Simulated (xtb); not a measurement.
C$_{2}$H$_{9}$GaN (SMILES [CH3][Ga]([CH3])<-[NH3]), doublet, at a GFN2-xTB geometry (such geometries of metal compounds can be far from the true shape) (the spin is typed, not shown lowest), atoms displaced at random by about 0.02 Å a coordinate. Base run: xtb with GFN2-xTB.

The xtb input:
```
$ xtb mol.xyz --gfn 2 --uhf 1 --opt --json

# file mol.xyz
13

Ga     0.32864750     0.10487043     0.49268382
C      1.06828515     1.03246808    -1.33530641
H      1.87643009     0.46428972    -1.84045372
H      1.40923005     2.04350391    -1.15280377
H      0.18004827     1.12196522    -2.09520032
C     -1.73319886     0.51847821     0.91807553
H     -2.20457723    -0.29617365     1.38007821
H     -2.22319611     0.77953882    -0.02083974
H     -1.78586892     1.38972110     1.59201989
N     -0.40743275    -1.76156965    -0.92096632
H     -1.16773360    -1.35362167    -1.45273327
H     -0.81762356    -2.57555499    -0.41003239
H      0.28935965    -2.12884114    -1.53912774
```

The base run was repeated with changes; each row names its change, and settings that it needs were set with it.

```
change               ΔE vs base (kJ/mol)  optimiser steps
-------------------  -------------------  ---------------
base                                0.00                5
opt level = lax                     0.00                5
engine = lbfgs                      0.00                -
alpb = acetone                     -41.5               10
alpb = benzene                     -32.0                8
engine = inertial                   0.05                -
opt level = vtight                 -0.01               12
opt level = sloppy                  0.01                4
opt level = tight                  -0.01                7
opt level = extreme                -0.01               13
```
